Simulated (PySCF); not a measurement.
Run record: geometry optimisation, `F[SiH](F)F`.

Computed with PBE0-D3(BJ)/def2-SVP geometry optimisation, gas phase (PySCF 2.14.0). Start geometry: GFN2-xTB. The command runs a driver script over a list of jobs; the input below is this job's line of settings and its coordinates in Å.

Command:
```bash
OMP_NUM_THREADS=1 python probes_run.py task.json out
```

Input:
```
{"job": {"xc": "PBE0", "basis": "def2-SVP", "d3": "d3bj", "grid": 1, "shake": 0.01, "kind": "geom"}, "charge": 0, "multiplicity": 1}
F     -0.424710     1.322090    -0.615810
Si    -0.015700    -0.002520     0.082800
F     -0.840470    -1.139470    -0.660260
F      1.531620    -0.221060    -0.332030
H     -0.217170     0.006980     1.487410
```

Output:
```
step   0  E = -589.06365935  max force = 0.037880
step   1  E = -589.06544154  max force = 0.018510
step   2  E = -589.06767300  max force = 0.001934
step   3  E = -589.06773593  max force = 0.000568
step   4  E = -589.06775264  max force = 0.000261
step   5  E = -589.06776713  max force = 0.000533
step   6  E = -589.06780488  max force = 0.001244
step   7  E = -589.06782786  max force = 0.001124
step   8  E = -589.06785692  max force = 0.000198
step   9  E = -589.06785987  max force = 0.000088
optimisation converged
```

Energies in Eh; «max force» is the largest Cartesian gradient component in Eh/bohr.

Task: How much energy does the optimisation release, in kJ/mol?

Result: E(step 0) − E(last step) = 0.004201 Eh, which is 11.0 kJ/mol.

Task: Give the first gradient maximum in eV/Å.

Result: With 1 Eh/bohr = 51.422 eV/Å, 1.948 eV/Å.

In short: final energy -589.06786 Eh after 9 steps; dipole 1.49 D.

Task: Where do the atoms end?

Result: 0.042 Å rms from the input after alignment:
```
atom  x, y, z in Å
F1    -0.1312    1.4148   -0.5029
Si2    0.1797   -0.0277    0.1125
F3    -0.6533   -1.1110   -0.7173
F4     1.7347   -0.3298   -0.1023
H5    -0.1698   -0.0759    1.5354
```

Time: 10 s of wall time; peak memory 0.30 GiB. Hardware: Arm Neoverse V2, one thread, no GPU (shared host).
Labels such as C1 count atoms from 1, the log's own numbers from 0.
